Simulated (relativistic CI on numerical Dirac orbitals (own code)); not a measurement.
**Sn: calculation against measurement**

Computed by Dirac-Coulomb-Breit CI, KLI orbitals optimised for each configuration, model QED, valence Slater integrals scaled by 0.85, P86 correlation estimate, and configurations built on the next ion tied to the tabulated ionisation energy (semi-empirical) (own radial code, finite nucleus).

Configuration list (outside the closed core [Kr] 4d10): 5s2.5p2, 5s2.5p.6s, 5s.5p3, 5s2.5p.6p, 5s2.5p.5d, 5s2.5p.6d, 5s2.5p.7s, 5s2.5p.5f, 5s2.5p.6f, 5s2.5p.7p, 5s2.5p.4f, 5s2.5d2, 5s2.5p.7d, 5s2.5p.5g, 5s2.5p.7f, 5p4, 5s.5p2.5d. Levels of other configurations are missing.

| Configuration | Term (tabulated) | J | Measured (cm⁻¹) | Computed | Error | Purity (%) |
| --- | --- | --- | --- | --- | --- | --- |
| 5s2.5p2 | 3P | 0 | 0.0 | 0 | 0 | 95 |
| 5s2.5p2 | 3P | 1 | 1691.8 | 1589 | -103 | 98 |
| 5s2.5p2 | 3P | 2 | 3427.7 | 3316 | -112 | 92 |
| 5s2.5p2 | 1D | 2 | 8613.0 | 9361 | 748 | 92 |
| 5s2.5p2 | 1S | 0 | 17162.5 | 15614 | -1548 | 91 |
| 5s2.5p.6s | 3P° | 0 | 34640.8 | 34469 | -172 | 100 |
| 5s2.5p.6s | 3P° | 1 | 34914.3 | 34781 | -134 | 77 |
| 5s2.5p.6s | 3P° | 2 | 38628.9 | 38533 | -96 | 99 |
| 5s2.5p.6s | 1P° | 1 | 39257.1 | 39318 | 61 | 72 |
| 5s.5p3 | 5S° | 2 | 39625.5 | 34981 | -4645 | 99 |
| 5s2.5p.6p | 3D | 1 | 42342.2 | 41830 | -513 | 68 |
| 5s2.5p.6p | 3D | 2 | 43430.1 | 42774 | -656 | 64 |
| 5s2.5p.6p | 3P | 0 | 43799.1 | 43080 | -719 | 84 |
| 5s2.5p.5d | 3D° | 1 | 44508.7 | 43846 | -663 | 66 |
| 5s2.5p.6p | 3D | 3 | 47006.8 | 46466 | -541 | 99 |
| 5s2.5p.5d | 3F° † | 2 | 47145.7 | 43558 | -3587 | 59 |
| 5s2.5p.6p | 3P | 2 | 47235.2 | 46643 | -592 | 59 |
| 5s2.5p.6p | 3S | 1 | 47805.8 | 47136 | -670 | 73 |
| 5s2.5p.5d | 3F° † | 4 | 48107.3 | 47964 | -144 | 98 |
| 5s2.5p.6p | 1D | 2 | 48189.8 | 47558 | -632 | 68 |
| 5s2.5p.5d | 3P° | 2 | 48669.4 | 48127 | -543 | 70 |
| 5s2.5p.5d | 3P° | 1 | 48981.9 | 48403 | -579 | 67 |
| 5s2.5p.6p | 1S | 0 | 49406.2 | 48763 | -643 | 73 |
| 5s2.5p.5d | 3P° | 0 | 49487.1 | 48931 | -556 | 90 |
| 5s2.5p.5d | 1F° | 3 | 49893.8 | 49666 | -228 | 58 |

Measured levels from NIST Handbook of Basic Atomic Spectroscopic Data (Sansonetti and Martin, J. Phys. Chem. Ref. Data 34, 1559 (2005)); pairs were made by configuration, J and term (by order where the table uses no LS term), so strongly mixed levels may be paired wrongly.

Mean error by configuration (cm⁻¹): 5s2.5p2 -254; 5s2.5p.6s -85; 5s.5p3 -4645; 5s2.5p.6p -621; 5s2.5p.5d -514. Over the excited levels the mean absolute error is 689 cm⁻¹ (24 of the 31 excited levels that our extract of the source holds in range could be paired, and the others can miss by more), and the median relative error of those above 1,000 cm⁻¹ is 1.3 %. † marks terms whose computed intervals miss the measured ones by more than a factor of 2.5, or configurations far off the rest, from wrong mixing, a near crossing or a doubtful label or measurement; they are left out of the means.

Transition probabilities of persistent lines. The last column rescales the computed rate by the cube of measured over computed energy:

```csv
λ measured (Å),Lower,Upper,A tabulated (s⁻¹),A computed,A rescaled
2199.35 air,5s2.5p2 3P_1,5s2.5p.5d 3F°_2,2.90e+07,4.41e+07,5.60e+07
2209.66 air,5s2.5p2 3P_2,5s2.5p.5d 3P°_2,5.60e+07,6.96e+07,7.16e+07
2246.06 air,5s2.5p2 3P_0,5s2.5p.5d 3D°_1,1.48e+08,1.11e+08,1.16e+08
2421.69 air,5s2.5p2 1D_2,5s2.5p.5d 1F°_3,2.50e+08,1.04e+08,1.12e+08
2661.24 air,5s2.5p2 3P_1,5s2.5p.6s 1P°_1,1.53e+07,1.00e+07,9.91e+06
2706.51 air,5s2.5p2 3P_1,5s2.5p.6s 3P°_2,5.39e+07,6.44e+07,6.43e+07
2839.98 air,5s2.5p2 3P_2,5s2.5p.6s 3P°_2,1.57e+08,1.58e+08,1.57e+08
2863.32 air,5s2.5p2 3P_0,5s2.5p.6s 3P°_1,5.44e+07,6.07e+07,6.14e+07
3009.13 air,5s2.5p2 3P_1,5s2.5p.6s 3P°_1,3.55e+07,3.98e+07,3.99e+07
3034.11 air,5s2.5p2 3P_1,5s2.5p.6s 3P°_0,1.89e+08,2.01e+08,2.03e+08
3175.03 air,5s2.5p2 3P_2,5s2.5p.6s 3P°_1,8.93e+07,9.06e+07,9.08e+07
3262.33 air,5s2.5p2 1D_2,5s2.5p.6s 1P°_1,2.70e+08,1.81e+08,1.94e+08
3801.01 air,5s2.5p2 1D_2,5s2.5p.6s 3P°_1,2.80e+07,2.30e+07,2.55e+07
4524.73 air,5s2.5p2 1S_0,5s2.5p.6s 1P°_1,2.60e+07,1.48e+07,1.20e+07
```
